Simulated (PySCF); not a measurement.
How methods differ on the excitation energy of C

C [He] 2s2 2p2 (3P) → C [He] 2s1 2p3 (5S), as a difference of total energies. Calculation: PySCF 2.14, in aug-cc-pCVTZ-DK (7s6p4d2f, 59 functions); scalar relativity by spin-free X2C-1e. Correlated levels: valence: 1s2 frozen; valence and next inner shell: nothing frozen. The calculations carry no spin-orbit coupling.

| method | excitation energy (eV) |
| --- | --- |
| UHF | 2.596 |
| LDA | 4.086 |
| PBE | 4.141 |
| PBE0 | 4.036 |
| r2SCAN | 3.628 |
| B2PLYP | 4.565 |
| wB97M-V | 4.496 |
| TPSSh | 4.387 |
| r2SCANh | 3.659 |
| MP2 (valence) | 3.722 |
| SCS-MP2 (valence) | 4.290 |
| MP2 (valence and next inner shell) | 3.726 |
| SCS-MP2 (valence and next inner shell) | 4.295 |

Task: How much does correlation contribute at MP2 (valence and next inner shell)?

Result: 3.726 − (2.596) = 1.130 eV, measured against UHF.

Errors of the correlated levels include the incompleteness of this basis and the frozen core.

For comparison: 4.179 eV (measured; NIST levels, between the centres of gravity of the two terms).
